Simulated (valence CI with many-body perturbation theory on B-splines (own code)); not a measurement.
# Nd⁴⁶⁺: what each term of the Hamiltonian does

Calculated by valence CI with perturbative core correlation (CI+MBPT): four valence electrons over a frozen Dirac-Fock core [Ne], a basis of 11 s, 11 p, 9 d, 7 f, 5 g, 2 h, 1 i functions for each j, with the one-electron correlation potential Σ1 (screened to all orders), the two-electron term Σ2, the three-electron term Σ3, Breit, model QED; selected single and double excitations, second order for the rest (own B-spline code, finite nucleus).

The last digits are not significant, and no measured levels were compared; by estimate large intervals hold to a few tenths of a per cent, small ones and those within an open d or f shell to about a per cent.

Each rung adds one term. CI alone is the Dirac-Coulomb CI over the frozen core; QED comes last and gives the full result, which names the levels. Energies are above (3s^2 3p1/2^2) J=0 on the same rung, in eV.

Levels are named by their leading jj configuration (3d3/2^4 stands for four electrons in 3d with j = 3/2), which in mixed levels can hold well under half, so a name can repeat and another be missing. Letters in brackets count levels of one name in rising energy.

| Level | CI alone | Σ1 | Σ2 | Σ3 | Breit | QED | Full |
| --- | --- | --- | --- | --- | --- | --- | --- |
| (3s^2 3p1/2 3p3/2) J=1 | 125.95 | +0.107 | +0.093 | +0.018 | -1.812 | +0.209 | 124.56 |
| (3s^2 3p1/2 3p3/2) J=2 | 133.56 | +0.108 | +0.062 | +0.004 | -2.061 | +0.208 | 131.88 |
| (3s 3p1/2^2 3p3/2) J=2 | 247.18 | -0.125 | +0.075 | +0.064 | -0.284 | -1.829 | 245.08 |
| (3s^2 3p3/2^2) J=2 | 264.71 | +0.213 | +0.157 | +0.010 | -3.724 | +0.399 | 261.77 |
| (3s 3p1/2^2 3p3/2) J=1 | 269.76 | -0.123 | -0.154 | +0.040 | -0.383 | -1.650 | 267.49 |
| (3s^2 3p3/2^2) J=0 | 280.38 | +0.214 | +0.095 | -0.021 | -3.463 | +0.394 | 277.59 |
| (3s^2 3p1/2 3d3/2) J=2 | 296.21 | -0.103 | -0.114 | -0.026 | -2.641 | -0.128 | 293.19 |
| (3s^2 3p1/2 3d3/2) J=1 | 328.01 | -0.106 | -0.705 | -0.125 | -2.111 | -0.386 | 324.58 |
| (3s^2 3p1/2 3d5/2) J=2 | 337.66 | -0.011 | -0.193 | -0.028 | -3.170 | -0.304 | 333.95 |
| (3s^2 3p1/2 3d5/2) J=3 | 340.21 | -0.007 | -0.198 | -0.056 | -3.726 | -0.112 | 336.11 |
| (3s 3p1/2 3p3/2^2) J=2 [a] | 373.44 | -0.023 | -0.036 | +0.018 | -2.099 | -1.413 | 369.89 |
| (3s 3p1/2 3p3/2^2) J=3 | 384.33 | -0.016 | +0.059 | +0.042 | -2.535 | -1.478 | 380.40 |
| (3s 3p1/2 3p3/2^2) J=0 | 392.38 | -0.019 | +0.117 | +0.045 | -1.895 | -1.498 | 389.13 |
| (3s 3p1/2 3p3/2^2) J=1 [a] | 402.68 | -0.017 | -0.063 | +0.036 | -2.200 | -1.454 | 398.98 |
| (3s 3p1/2 3p3/2^2) J=2 [b] | 405.25 | -0.015 | -0.179 | +0.034 | -2.581 | -1.270 | 401.24 |
| (3s 3p1/2 3p3/2^2) J=1 [b] | 413.22 | -0.021 | -0.447 | +0.011 | -1.906 | -1.650 | 409.21 |
| (3s 3p1/2^2 3d3/2) J=1 | 419.73 | -0.337 | -0.182 | -0.006 | -0.594 | -2.200 | 416.41 |
| (3s 3p1/2^2 3d3/2) J=2 | 424.96 | -0.334 | -0.224 | -0.019 | -0.783 | -2.202 | 421.40 |
| (3s^2 3p3/2 3d3/2) J=3 | 452.07 | +0.006 | -0.418 | -0.103 | -4.533 | +0.013 | 447.04 |

The middle columns are the shifts that each term adds.

How does the ionisation energy move along the ladder, and which term matters most?

CI alone 3896.4, + Σ1 3897.5, + Σ2 3897.5, + Σ3 3897.3, + Breit 3892.7, + QED 3892.8 eV. The largest step is Breit, -4.6 eV. NIST lists 3891 ± 4 eV (theoretical).
